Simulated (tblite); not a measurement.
C7H5FNO (doublet state).
Structure used (GFN2-xTB), in Å, numbered top down from 1:
```xyz
15
C7H5FNO angstrom
C     -1.3413    1.9099   -0.4595
C     -0.8946    0.7395   -0.1668
C     -0.4669   -0.4983    0.1413
C     -1.3633   -1.5375    0.4469
C     -2.7308   -1.3614    0.4551
N     -3.8780   -1.2291    0.4662
O      0.8595   -0.8538    0.1863
C      1.8005    0.0863   -0.0787
C      3.0887   -0.2233   -0.0554
F      4.0110    0.7175   -0.3160
H     -1.5812    2.2021   -1.4738
H     -1.5182    2.6673    0.2931
H     -0.9637   -2.5104    0.6860
H      1.4630    1.0901   -0.3069
H      3.5110   -1.1909    0.1602
```

Computed with GFN2-xTB (tblite): harmonic, unscaled wavenumbers at the GFN2-xTB geometry, gas phase. This tight-binding method is rough: wavenumbers can miss measured ones by several per cent, in bad cases by 10 to 20. One conformer, not necessarily the lowest. Open shells enter through the occupations alone, without spin polarisation, and single modes of such species can be off by tens of per cent.

Harmonic wavenumbers (cm⁻¹): 44.7, 57.4, 80.1, 95.9, 126.2, 189.4, 200.1, 290.0, 321.9, 368.8, 435.0, 457.5, 457.8, 498.0, 532.9, 676.2, 678.1, 687.8, 828.1, 878.3, 922.7, 958.9, 1060.1, 1107.9, 1114.0, 1201.6, 1217.0, 1253.5, 1269.5, 1377.3, 1392.8, 1719.4, 1970.4, 2282.6, 3012.4, 3022.6, 3054.9, 3097.9, 3114.3.

A = 3388, B = 575.4, C = 493.5 MHz; mass 138.036 u (most abundant isotopes); point group Cs, symmetry number 1; spin multiplicity 2.

Problem. What is the zero-point energy?

Solution. ½Σν̃ = 21027 cm⁻¹ = 60.12 kcal/mol.

Problem. Entropy at 400 K, 1 bar (ideal gas, RRHO, classical rotation)?

Solution. Translation 42.16, rotation 31.07, vibration 44.11, spin (R ln 2) 1.38: S = 118.7 cal/(mol K).

Problem. And Cp and H(400 K) − H(0)?

Solution. Cp = 46.78 cal/(mol K), of which vibrations give 38.83 (their classical limit is 39 R = 77.5); H(400 K) − H(0) = 11.87 kcal/mol without the zero-point energy, 8.69 from vibrations.

Problem. Which modes carry the vibrational entropy at 400 K?

Solution. 44.7 cm⁻¹: 5.62; 57.4 cm⁻¹: 5.13; 80.1 cm⁻¹: 4.47; 95.9 cm⁻¹: 4.11; 126.2 cm⁻¹: 3.57; 189.4 cm⁻¹: 2.79 cal/(mol K); the other 33 give 18.42 together.

Problem. How do the functions run with temperature in this model?

Solution. 
```json
{"T (K)": "150", "S (cal/(mol K))": "84.1", "Cp (cal/(mol K))": "25.9", "H − H(0) (kcal/mol)": "2.61", "G − H(0) (kcal/mol)": "-10.00", "ln q(vib)": "3.94"}
{"T (K)": "250", "S (cal/(mol K))": "99.5", "Cp (cal/(mol K))": "35.3", "H − H(0) (kcal/mol)": "5.67", "G − H(0) (kcal/mol)": "-19.21", "ln q(vib)": "7.00"}
{"T (K)": "298.15", "S (cal/(mol K))": "106.1", "Cp (cal/(mol K))": "39.3", "H − H(0) (kcal/mol)": "7.47", "G − H(0) (kcal/mol)": "-24.16", "ln q(vib)": "8.41"}
{"T (K)": "600", "S (cal/(mol K))": "139.9", "Cp (cal/(mol K))": "57.4", "H − H(0) (kcal/mol)": "22.36", "G − H(0) (kcal/mol)": "-61.55", "ln q(vib)": "16.45"}
{"T (K)": "900", "S (cal/(mol K))": "165.1", "Cp (cal/(mol K))": "66.9", "H − H(0) (kcal/mol)": "41.13", "G − H(0) (kcal/mol)": "-107.45", "ln q(vib)": "23.29"}
```

q(vib) and H(0) count from the zero-point level.

Problem. Blend soft modes into free rotors: weight 1/[1 + (100 cm⁻¹/ν̃)⁴] for the oscillator and the rest for a rotor with moment μB/(μ + B), μ = h/(8π²ν), B = 10⁻⁴⁴ kg m². What vibrational entropy results?

Solution. 39.73 cal/(mol K) in place of 44.11, which changes −T·S at 400 K by +1.75 kcal/mol.

Problem. What must be added to the electronic energy to get the Gibbs energy at 400 K and 1 bar?

Solution. ZPE + [H(400 K) − H(0)] − T·S = 60.12 + 11.87 − 47.49 = 24.50 kcal/mol.

Hindered rotation and anharmonicity are outside this model. Other conformers, if any are populated, would add a mixing term that is left out.
